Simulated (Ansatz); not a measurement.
The cluster Al₂S₂ was relaxed with PBE0-D4 (def2-TZVP) in Ansatz in these states: neutral quintet, neutral singlet, neutral triplet. The geometries follow in no particular order.

A:

```xyz
4

Al   -0.4934   -0.9744   -0.8915
Al    1.2953    0.5211    0.2003
S    -0.6722    1.2898   -0.6652
S    -0.1297   -0.8365    1.3565
```

B:

```tsv
atom	x (Å)	y (Å)	z (Å)
Al1	2.0938	-1.2446	0.2089
Al2	-0.7692	0.4404	-0.0808
S3	-0.0898	-1.5531	-0.3992
S4	-1.2348	2.3573	0.2712
```

C:

```csv
atom,x (Å),y (Å),z (Å)
Al1,-1.027,1.778,0.796
Al2,0.222,-0.007,-0.537
S3,-0.495,-0.304,1.506
S4,1.300,-1.467,-1.765
```

Question: Judge from the bond lengths which geometry belongs to which state (an estimate).

Answer: A is the neutral quintet (Al2–S4 2.283 Å, Al2–S3 2.283 Å, Al1–S3 2.282 Å); B is the neutral singlet (Al2–S4 2.004 Å, Al2–S3 2.130 Å, Al1–S3 2.288 Å); C is the neutral triplet (Al2–S4 2.191 Å, Al2–S3 2.185 Å, Al1–S3 2.263 Å).
